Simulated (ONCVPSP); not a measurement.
What one change does to a pseudopotential (silicon, ONCV)

silicon (Si), optimised norm-conserving Vanderbilt (ONCV), made with ONCVPSP 4.0.1 (PBE, scalar-relativistic). Core [Ne], reference 3s2 3p2. Waves: 3s: rc 1.60 bohr, ncon 4, nbas 8, qcut 4.1 1/bohr, 2 projectors, debl 1.1 Ha; 3p: rc 1.55 bohr, ncon 4, nbas 8, qcut 5.2 1/bohr, 1 projector; d scattering state at 0.21 Ha: rc 1.60 bohr, ncon 5, nbas 9, qcut 7.1 1/bohr, 2 projectors, debl 1 Ha. Local part: polynomial inside 1.45 bohr (lpopt 2, dvloc0 2 Ha). Core correction: Teter function, fcfact 2, rcfact 1.45.

Change: all radii but the core radius scaled by about 1.23 (s 1.96, p 1.90, d 1.96 bohr); local potential polynomial inside 1.78 bohr (lpopt 2, dvloc0 2 Ha).

Cutoffs: the cutoffs (Ha) at which the residual kinetic energy of the hardest occupied pseudo-wave falls to 1 and 0.1 mHa per electron; they do not see the model core or the augmentation charge, which bear on the density cutoff. Errors are all-electron minus pseudo energies relative to the spin-unpolarised reference configuration.

**Question.** How do hardness, ghosts and transferability respond?

**Answer.** The potential gets softer (7.6 Ha and 32 Ha → 7.0 Ha and 13 Ha); of the 4 tests that both files solve, the error grows in 2 and shrinks in 1 by more than 15 % and 0.3 meV (median size 1.1 → 4.5 meV); neither file shows a bound ghost. A larger radius leaves more room for a smooth pseudo-wave, so fewer plane waves are needed.

```csv
quantity,base,changed
"cutoff, loose",7.6 Ha,7.0 Ha
"cutoff, tight",32 Ha,13 Ha
loose cutoff by channel,"s 7.6 Ha, p 3.2 Ha","s 7.0 Ha, p 3.4 Ha"
bound ghosts,none,none
GHOST(+) flags under 300 eV,none,none
"error for 3s2 3p1, meV [ΔE 7.74 eV]",+0.2,+0.2
"error for 3s2 3p0, meV [ΔE 23.73 eV]",-1.9,+0.6
"error for 3s1 3p0, meV [ΔE 57.70 eV]",+4.9,+8.4
"error for 3s0 3p4, meV [ΔE 13.78 eV]",-0.2,-14
"rms error of d²Exc/dni dnj with the model core, mHa",0.21,0.26
```

Base: The cutoffs count occupied waves only; projector 2 of the d channel, the hardest unoccupied one, needs 22 Ha at the loose tolerance. Changed file: The cutoffs count occupied waves only; projector 2 of the d channel, the hardest unoccupied one, needs 19 Ha at the loose tolerance.
